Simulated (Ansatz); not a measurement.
`[SiH3][O][Al]([Cl])[O][SiH3]` and `[NH2][Al]([O][SiH3])[O][SiH3]` differ in one atom or group.

Ansatz, PBE0-D4/def2-TZVP geometries, multiplicity 1. Each molecule was computed in one conformer, which needn't be the lowest.

```json
{"property": "size of the dipole moment (PBE/def2-TZVPP) / D", "`[SiH3][O][Al]([Cl])[O][SiH3]`": "0.65"}
{"property": "HOMO–LUMO gap (B3LYP/def2-TZVPP) / eV", "`[SiH3][O][Al]([Cl])[O][SiH3]`": "7.28"}
{"property": "size of the dipole moment (ωB97M-V/def2-TZVPP) / D", "`[SiH3][O][Al]([Cl])[O][SiH3]`": "0.70"}
{"property": "LUMO energy (PBE0/def2-TZVPP) / eV", "`[SiH3][O][Al]([Cl])[O][SiH3]`": "-1.01"}
{"property": "size of the dipole moment (B3LYP/def2-TZVPP) / D", "`[SiH3][O][Al]([Cl])[O][SiH3]`": "0.71"}
{"property": "HOMO energy (ωB97M-V/def2-TZVPP) / eV", "`[SiH3][O][Al]([Cl])[O][SiH3]`": "-11.09"}
```

(1) Give the same properties after the change, and the shifts. (An estimate is asked.)

Answers

(1) Computed: 
| property | `[NH2][Al]([O][SiH3])[O][SiH3]` | shift |
| --- | --- | --- |
| size of the dipole moment (PBE/def2-TZVPP) / D | 1.67 | 1.02 |
| HOMO–LUMO gap (B3LYP/def2-TZVPP) / eV | 6.50 | -0.78 |
| size of the dipole moment (ωB97M-V/def2-TZVPP) / D | 1.56 | 0.86 |
| LUMO energy (PBE0/def2-TZVPP) / eV | -0.58 | 0.43 |
| size of the dipole moment (B3LYP/def2-TZVPP) / D | 1.54 | 0.83 |
| HOMO energy (ωB97M-V/def2-TZVPP) / eV | -10.02 | 1.07 |

With PBE0 the HOMO rises by 1.18 eV and the LUMO rises by 0.43 eV, so the gap narrows by about 0.75 eV. PBE moves the HOMO by 1.14 eV and ωB97M-V by 1.07 eV. Dipoles are sizes alone; their direction can turn.

Positive LUMOs are unbound, so they and the gaps depend on the basis.

B3LYP here is the variant with VWN-RPA as its local correlation; programs differ in this.
